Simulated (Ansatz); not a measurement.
F₃Sb, singlet, geometry from GFN2-xTB (core potentials on Sb); PBE/def2-SVP (Ansatz, an electronic-structure program).

Input for Ansatz:
Ansatz 0.2 input:
```yaml
crystal:
  periodic: [false, false, false]
  atoms:
    - {symbol: Sb, position_ang: [0.00179571, -0.00268353, 0.40263206]}
    - {symbol: F, position_ang: [-1.26106459, -0.92708194, -0.76113086]}
    - {symbol: F, position_ang: [-0.18179938, 1.56028347, -0.74936608]}
    - {symbol: F, position_ang: [1.43268829, -0.61799484, -0.77108473]}
basis:
  gaussian:
    orbitals: def2-SVP
hamiltonian:
  xc: pbe
```

Output, abridged:

```
Functional definition: PBE
760 factors; their error is unknown
mean field evaluation 1: about -14669.0065 eV, gradient 6.3e1 eV
mean field evaluation 2: about -14603.7418 eV, gradient 1.9e2 eV
mean field evaluation 4: about -14675.9310 eV, gradient 4.5e0 eV
mean field evaluation 8: about -14675.9565 eV, gradient 9.6e-2 eV
mean field -14675.95648132 eV, -539.3314529681 hartree, gradient 3.5e-5 eV, S^2 0.000000; 0 other end points of the search recorded, 0 dependent functions left out
reference -14675.95650695 eV, -539.3314539097 hartree; 25, 25 occupied and 43, 43 virtual orbitals, 760 factors
Total energy: -14675.95650695 eV, -539.3314539097 hartree
```
